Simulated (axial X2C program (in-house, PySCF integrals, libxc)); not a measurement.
## Testing model relations on IrN

A bond curve at the r2SCAN0 level, with spin–orbit coupling, was computed with an axial X2C code built on PySCF integrals (basis Ir dyall-v3z [13s14p9d6f2g], N dyall-v3z [6s6p2d1f] (cores contracted in-house)) for the state Ω = 0 (closed shell). Its fit gives Re = 1.5752 Å, ωe = 1268.0 cm⁻¹, ωexe = 4.76 cm⁻¹ and αe = 2.582e-03 cm⁻¹; the masses are 192.9629 and 14.0031 u. Two-component means X2C with spin–orbit coupling and atomic mean-field Coulomb and Gaunt terms.

Find the reduced mass, Be and the force constant.

From the r2SCAN0 values: μ = 13.0557 u. Be = 16.8576/(μ Re²) = 0.5204 cm⁻¹. k = 5.8918×10⁻⁷ μ ωe² = 12.4 mdyn/Å.

Estimate the centrifugal constant by the Kratzer relation.

D = 4Be³/ωe² = 3.51e-07 cm⁻¹.

Where do the fundamental and the first overtone lie?

ν(1←0) = ωe − 2ωexe = 1258.5 cm⁻¹; ν(2←0) = 2ωe − 6ωexe = 2507.4 cm⁻¹.

Give B0, the J = 1←0 line in GHz and the most populated J at 300 K (kT = 208.5 cm⁻¹).

B0 = Be − αe/2 = 0.5191 cm⁻¹; 2B0 = 31.12 GHz; J(max) ≈ √(kT/2B0) − 1/2 = 13.7, so J = 14.

The dipole moment p changes by 5.53 D/Å at Re. What harmonic infrared intensity follows?

I = 42.256 × (dp/dR)²/μ = 99 km/mol.

The state is one determinant whose occupation by symmetry is held fixed; it was picked as the lowest of a PBE0 search that is not exhaustive.
